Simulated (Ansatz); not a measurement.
Start from `C[SiH](C)NP` and change one atom or group to get `C[SiH](C)[SiH2]F`.

Ansatz, PBE0-D4/def2-TZVP geometries, multiplicity 1. Each molecule was computed in one conformer, which needn't be the lowest.

| property | `C[SiH](C)NP` |
| --- | --- |
| LUMO energy (ωB97M-V/def2-TZVPP) / eV | 2.00 |
| HOMO energy (PBE/def2-TZVPP) / eV | -5.91 |
| size of the dipole moment (B3LYP/def2-TZVPP) / D | 1.42 |
| HOMO–LUMO gap (PBE0/def2-TZVPP) / eV | 7.43 |
| HOMO energy (ωB97M-V/def2-TZVPP) / eV | -9.32 |
| size of the dipole moment (ωB97M-V/def2-TZVPP) / D | 1.40 |

(1) What does the change do to each property? (Estimate.)

Results:

(1) Computed: 
```csv
property,`C[SiH](C)[SiH2]F`,shift
LUMO energy (ωB97M-V/def2-TZVPP) / eV,1.30,-0.70
HOMO energy (PBE/def2-TZVPP) / eV,-6.58,-0.67
size of the dipole moment (B3LYP/def2-TZVPP) / D,1.64,0.22
HOMO–LUMO gap (PBE0/def2-TZVPP) / eV,7.35,-0.08
HOMO energy (ωB97M-V/def2-TZVPP) / eV,-9.82,-0.50
size of the dipole moment (ωB97M-V/def2-TZVPP) / D,1.63,0.23
```

With PBE0 the HOMO falls by 0.66 eV and the LUMO falls by 0.74 eV, so the gap narrows by about 0.08 eV. PBE moves the HOMO by -0.67 eV and ωB97M-V by -0.50 eV. Dipoles are sizes alone; their direction can turn.

B3LYP here is the variant with VWN-RPA as its local correlation; programs differ in this.
